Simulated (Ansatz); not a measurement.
Isolated molecules relaxed with PBE0-D4/def2-TZVP in Ansatz; ΔE leaves out vibrations. CBS: MP2 limit from def2 TZ/QZ plus the TZ coupled-cluster correction, frozen cores. This one scheme is used for every species. One conformer a species, not always the lowest.

Consider the ligand exchange at the Si–C bond: `O[Si](O)(F)C[SiH2]Cl` + HCl → dichlorosilane + `C[Si](O)(O)F`.

```csv
species,HF/def2-TZVPP energy (Eh)
`O[Si](O)(F)C[SiH2]Cl`,-1328.33073
HCl,-460.09908
`Cl[SiH2]Cl`,-1209.23826
`C[Si](O)(O)F`,-579.22903
```

Problem. Work out ΔE.

Solution. ΔE = (-1209.23826) + (-579.22903) − (-1328.33073) − (-460.09908) = -0.03748 Eh = -1.02 eV. CCSD(T)/CBS gives -0.83 eV.

Largest T1 diagnostic among the species: 0.011.

The D4 term adds +0.13 eV with B3LYP and +0.08 eV with PBE0; it sums over pairs of atoms, weighted by their polarisabilities, and B3LYP, whose exchange is more repulsive, gets the larger term. In def2-TZVPP, CCSD(T) changes the Hartree–Fock value by +0.23 eV (the triples alone add +0.03 eV) and MP2 by +0.19 eV.

B3LYP here is the variant with VWN-RPA as its local correlation; programs differ in this.
